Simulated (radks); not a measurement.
Results of a calculation; reference values are marked as such.
Isoelectronic series with 23 electrons, all held in the configuration [Ar] 3d3 4s2, which need not be the ground one along the series. Code: a radial shooting solver on a logarithmic mesh with Libxc functionals. Model: scalar-relativistic Kohn-Sham, BLYP, spin-unpolarised, spherical densities, point nucleus. Total energies (hartree) and mean radii <r> (bohr):

| ion | E (hartree) | 4s | 3d |
|---|---|---|---|
| V | -949.28806 | 3.347 | 1.450 |
| Fe3+ | -1269.37679 | 2.105 | 0.8911 |
| Cu6+ | -1639.80107 | 1.599 | 0.6827 |
| Ge9+ | -2060.81326 | 1.303 | 0.5606 |
| Br12+ | -2532.88360 | 1.105 | 0.4780 |
| Sr15+ | -3056.59976 | 0.9602 | 0.4175 |
| Nb18+ | -3632.64622 | 0.8497 | 0.3711 |
| Ru21+ | -4261.80007 | 0.7621 | 0.3342 |
